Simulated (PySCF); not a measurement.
Species: borazine, B3H6N3.
SMILES with atom numbers: `[BH:1]1[NH:2][BH:3][NH:4][BH:5][NH:6]1`

Structure used (PBE0-D3(BJ)/def2-SVP), in Å, numbered top down from 1:
```xyz
12
B3H6N3 angstrom
B      0.9904   -1.0500   -0.0865
N      1.3563    0.2901    0.2392
B      0.4023    1.3477    0.3258
N     -0.9644    1.0222    0.0764
B     -1.3925   -0.2988   -0.2510
N     -0.3917   -1.3129   -0.3240
H      1.8191   -1.9282   -0.1591
H      2.3306    0.4996    0.4102
H      0.7393    2.4768    0.5992
H     -1.6566    1.7571    0.1329
H     -2.5576   -0.5491   -0.4587
H     -0.6728   -2.2560   -0.5566
```

NICS = −σ at a ghost point: NICS(0) at the centroid of the ring atoms, NICS(1) 1 Å to either side along the normal of their mean plane, zz for the tensor component along that normal. Level: GIAO PBE0/pcSseg-1 (PySCF, non-relativistic, gas phase) on the PBE0-D3(BJ)/def2-SVP geometry, one conformer.

Ring bond lengths (Å), with Mayer bond orders in brackets: B1–N2 1.427 (1.17), N2–B3 1.427 (1.17), B3–N4 1.427 (1.17), N4–B5 1.427 (1.17), B5–N6 1.427 (1.17), N6–B1 1.427 (1.17).

**Question.** What do the NICS probes read (ppm)?

**Answer.** 
| ring | type | NICS(0) | NICS(1), two faces | NICS(1)zz, two faces | rms pucker (Å) | centre to ring atoms, mean (Å) |
| --- | --- | --- | --- | --- | --- | --- |
| B1–N2–B3–N4–B5–N6 | 6-membered ring with 3 B and 3 N; formal bonds all single | -2.9 | -3.5 / -3.5 | -6.2 / -6.2 | 0.00 | 1.43 |

**Question.** What do they say, and how far can they be read as aromaticity?

**Answer.** 
- B1–N2–B3–N4–B5–N6: mean NICS(1)zz -6.2 ppm, shielded.

**Question.** What field does 11.7 T along the ring normal induce along that normal at the first NICS(1) probe listed for ring B1–N2–B3–N4–B5–N6, 1 Å off the ring?

**Answer.** NICSzz × B0 = -6.2 ppm × 11.7 T = -73 μT, against the applied field.

**Question.** List the ring angles and the Hirshfeld charges of the ring atoms.

**Answer.** 
- B1–N2–B3–N4–B5–N6: B1 117.4° (+0.159 e), N2 122.6° (-0.224 e), B3 117.4° (+0.159 e), N4 122.6° (-0.224 e), B5 117.3° (+0.159 e), N6 122.7° (-0.224 e); sum 720.0° against 720° for a flat convex ring.

**Question.** What are the shieldings of the ring atoms and their hydrogens in the same run (means over atoms taken as equivalent)?

**Answer.** 
| atoms | environment | σ isotropic (ppm) |
| --- | --- | --- |
| B1 (×3) | three-coordinate boron | 73.2 |
| N2 (×3) | boron-bound nitrogen | 119.8 |
| H7 (×3) | B–H hydrogen | 26.50 |
| H8 (×3) | N–H hydrogen | 25.61 |

**Question.** How do the values depend on the level or the medium?

**Answer.** 
| level | NICS(0), B1–N2–B3–N4–B5–N6 | mean NICS(1)zz, B1–N2–B3–N4–B5–N6 |
| --- | --- | --- |
| PBE0/pcSseg-1, gas | -2.9 | -6.2 |
| mPW1PW91/pcSseg-2, gas | -1.6 | -5.8 |

The geometry is the same throughout.
